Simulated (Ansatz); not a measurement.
CH₄As (`C[AsH]`) radical. The species carries charge 0 and has multiplicity 2.

Cartesian coordinates in Å:
```
C -0.1271 0.4436 0.2991
As -0.4911 -1.3643 -0.3851
H 0.8033 0.4534 0.8693
H -0.9475 0.7513 0.9468
H -0.0371 1.1512 -0.5268
H 0.7995 -1.4351 -1.2034
```

Problem. What are the harmonic wavenumbers in cm⁻¹ at PBE0-D4/def2-TZVP (Ansatz, finite differences of forces, unscaled)? (An estimate is asked.)

Solution. Computed: 197, 589, 668, 756, 951, 1270, 1452, 1452, 2176, 3058, 3144, 3162.

Problem. Is this a minimum?

Solution. Yes, all 12 modes are real.

Problem. Give the ideal-gas thermochemistry at 298.15 K and 1 bar (rigid rotor, harmonic oscillator; point group Cs, symmetry number 1).

Solution. Zero-point energy 112.9 kJ/mol; H(298) − E = 125.5 kJ/mol; entropy 274.1 J/(mol·K), of which translation 165.1, rotation 89.0, vibration 14.2, electronic 5.8; G(298) − E = 43.8 kJ/mol.

Problem. And at 400, 500, 600, 800 and 1000 K?

Solution. 
| T (K) | H − E (kJ/mol) | S (J/mol/K) | G − E (kJ/mol) |
| --- | --- | --- | --- |
| 400 | 131.6 | 291.7 | 14.9 |
| 500 | 138.5 | 307.1 | -15.0 |
| 600 | 146.2 | 321.0 | -46.4 |
| 800 | 163.3 | 345.5 | -113.1 |
| 1000 | 182.3 | 366.7 | -184.4 |
